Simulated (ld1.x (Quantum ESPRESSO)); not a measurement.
## An all-electron radial function and its pseudo partner (tungsten (W))

Columns: radius, all-electron u(r) and pseudo u(r) of the 5p shell (level -72.11 eV) of tungsten in the configuration [Kr] 4d10 4f14 5s2 5p6 5d3 6s0 6p0; LDA (PZ), scalar-relativistic, PAW scheme, ld1.x (Quantum ESPRESSO) 7.5.

```tsv
r (bohr)	all-electron	pseudo
0.110	-0.2563	-0.0208
0.220	-0.0622	-0.0811
0.330	0.4917	-0.1750
0.440	0.4653	-0.2936
0.550	0.0866	-0.4256
0.660	-0.3455	-0.5587
0.770	-0.6897	-0.6812
0.880	-0.9113	-0.7828
0.990	-1.0220	-0.8557
1.100	-1.0486	-0.8957
1.210	-1.0173	-0.9015
1.320	-0.9504	-0.8759
1.430	-0.8643	-0.8241
1.540	-0.7704	-0.7531
1.650	-0.6761	-0.6711
1.760	-0.5861	-0.5858
1.870	-0.5031	-0.5035
1.980	-0.4283	-0.4284
2.090	-0.3622	-0.3622
2.200	-0.3045	-0.3045
2.310	-0.2546	-0.2546
2.420	-0.2120	-0.2120
2.530	-0.1759	-0.1759
2.640	-0.1453	-0.1453
2.750	-0.1197	-0.1197
2.860	-0.0984	-0.0984
```

(1) How many radial nodes do the two functions have?

(2) At about which radius was the pseudo-wave matched?

(3) Where does each function peak?

(4) Is the pseudo-wave norm-conserving?

Answers

(1) The all-electron 5p function has n − l − 1 = 3 (the table is too coarse to show those close to the nucleus); the pseudo-wave has 0, since the states of the same l below it are removed with the core.

(2) 2.05 bohr. The columns agree to 0.0005 from 1.76 bohr on; several derivatives are matched, so the curves merge somewhat inside the radius.

(3) Outermost all-electron maximum near 1.10 bohr, pseudo maximum near 1.21 bohr (to the table’s step).

(4) No, it belongs to a PAW set: the norm inside the radius is not constrained, and the difference is carried by the augmentation charge.
